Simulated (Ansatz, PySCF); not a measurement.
This PySCF input computes a PBE0/def2-TZVPD energy:

```python
from pyscf import gto, scf, dft

mol = gto.M(
    atom='''
    B     0.09430468   -0.35799188   -1.21042210
    H    -0.60782282    0.07899554   -2.06759902
    H     0.87309333   -1.22082555   -1.47607758
    P    -0.13240901    0.18225991    0.57830281
    H     1.24934115    0.19789069    0.92124490
    ''',
    basis='def2-tzvpd',
    charge=0,
    spin=1,
    verbose=4,
)

mf = dft.UKS(mol, xc='pbe0').density_fit(auxbasis='def2-universal-jkfit')
mf.grids.level = 3
mf.conv_tol = 1e-9
mf.max_cycle = 100
mf.max_memory = 1500
mf.kernel()
if not mf.converged:
    mf = mf.newton()
    mf.kernel(mf.make_rdm1())
for _ in range(2):
    mo, _, stable, _ = mf.stability(return_status=True)
    if stable:
        break
    mf.kernel(mf.make_rdm1(mo, mf.mo_occ))
mf.analyze()
```

Write an input for the same energy in Ansatz (an electronic-structure program) and say what it gives.


Ansatz 0.2 input:
```yaml
crystal:
  periodic: [false, false, false]
  atoms:
    - {symbol: B, position_ang: [0.09430468, -0.35799188, -1.21042210]}
    - {symbol: H, position_ang: [-0.60782282, 0.07899554, -2.06759902]}
    - {symbol: H, position_ang: [0.87309333, -1.22082555, -1.47607758]}
    - {symbol: P, position_ang: [-0.13240901, 0.18225991, 0.57830281]}
    - {symbol: H, position_ang: [1.24934115, 0.19789069, 0.92124490]}
basis:
  gaussian:
    orbitals: def2-TZVPD
hamiltonian:
  xc: {name: PBE0}
magnetization: {spin_polarized: true, initial_magnetization: 1}
output: {forces: true}
```
It gives -367.78331 Eh, and PySCF -367.78335 Eh, a difference of 0.04 mEh, from the treatment of integrals and grids.

It need not be the lowest isomer of its formula.
